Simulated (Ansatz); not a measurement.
`[GeH3][c]1ccccc1` and `CCSCc1ccccc1` differ in one atom or group.

Ansatz, PBE0-D4/def2-TZVP geometries, multiplicity 1. Each molecule was computed in one conformer, which needn't be the lowest.

Scalar relativity is left out up to krypton.

```
                             property  `[GeH3][c]1ccccc1`
    LUMO energy (PBE/def2-TZVPP) / eV               -1.45
HOMO–LUMO gap (B3LYP/def2-TZVPP) / eV                6.40
  LUMO energy (B3LYP/def2-TZVPP) / eV               -0.74
   LUMO energy (PBE0/def2-TZVPP) / eV               -0.56
 HOMO–LUMO gap (PBE0/def2-TZVPP) / eV                6.80
   HOMO energy (PBE0/def2-TZVPP) / eV               -7.36
```

Q: Give the same properties after the change, and the shifts. (Estimate.)

A: Computed: 
| property | `CCSCc1ccccc1` | shift |
| --- | --- | --- |
| LUMO energy (PBE/def2-TZVPP) / eV | -1.36 | 0.09 |
| HOMO–LUMO gap (B3LYP/def2-TZVPP) / eV | 5.37 | -1.03 |
| LUMO energy (B3LYP/def2-TZVPP) / eV | -0.65 | 0.09 |
| LUMO energy (PBE0/def2-TZVPP) / eV | -0.47 | 0.09 |
| HOMO–LUMO gap (PBE0/def2-TZVPP) / eV | 5.77 | -1.03 |
| HOMO energy (PBE0/def2-TZVPP) / eV | -6.24 | 1.12 |

With PBE0 the HOMO rises by 1.12 eV and the LUMO rises by 0.09 eV, so the gap narrows by about 1.03 eV. PBE moves the HOMO by 1.33 eV and ωB97M-V by 0.98 eV.

B3LYP here is the variant with VWN-RPA as its local correlation; programs differ in this.
